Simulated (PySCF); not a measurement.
How ionic is MN along the lanthanides?

PBE0 in PySCF with x2c-TZVPall on every atom, spin-free X2C, for the lowest determinant that a PBE0 search found; no spin–orbit coupling. A negative dipole means M(+)N(−).

```
 M  state (unpaired electrons)  Re (Å)  μ (D)
La      singlet (closed shell)   1.796  -7.60
Ce  doublet (f population 1.4)   1.750  -7.44
Pr  triplet (f population 2.3)   1.733  -6.81
Nd  quartet (f population 3.4)   1.729  -6.92
Dy    octet (f population 9.1)   1.795  -4.06
```

Give the ionic character |μ|/(e·Re) of each, with 1 e·Å = 4.803 D, and the positive end.

LaN 88 % (La positive), CeN 89 % (Ce positive), PrN 82 % (Pr positive), NdN 83 % (Nd positive), DyN 47 % (Dy positive). Lone pairs and polarisation enter μ too, so this number is only a rough measure of charge transfer.

Spin–orbit coupling is left out. With d or f electrons several states lie close, and the lowest PBE0 determinant need not be the measured ground state.
